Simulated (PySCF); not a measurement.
Ga(Me)2(NCO) (C3H6GaNO), SMILES [CH3][Ga]([CH3])[N]=C=O. Heavy atoms are numbered as in [Ga:1]([CH3:2])([CH3:6])[N:10]=[C:11]=[O:12]. Hydrogens are named by the atom that carries them.

Geometry: PBE0-D3(BJ)/def2-SVP. One conformer was computed; it need not be the lowest.

Computed with B3LYP/pcSseg-1 (PySCF).

GIAO shieldings, no solvent; atoms alike by connectivity are averaged. δ = σ(ref) − σ: ¹³C against TMS (σ = 181.3 ppm); ¹H against TMS (σ = 31.68 ppm); ¹⁵N against NH3 (σ = 265.5 ppm); ¹⁷O against H2O (σ = 333.8 ppm), references at their B3LYP-D3(BJ)/def2-TZVP geometries, non-relativistic.

```json
[
 {"atoms": "C11", "nucleus": "¹³C", "count": "1", "δ (ppm)": "131.4"},
 {"atoms": "C2 (CH3)", "nucleus": "¹³C", "count": "2", "δ (ppm)": "0.0"},
 {"atoms": "H on C2", "nucleus": "¹H", "count": "6", "δ (ppm)": "(withheld)"},
 {"atoms": "N10", "nucleus": "¹⁵N", "count": "1", "δ (ppm)": "75.6"},
 {"atoms": "O12", "nucleus": "¹⁷O", "count": "1", "δ (ppm)": "(withheld)"}
]
```

Q: Some entries are withheld; supply them. (The exact figures need the calculation; the answer reports its results.)

A: 
- O12, δ (ppm): 139.4
- H on C2, δ (ppm): 0.50
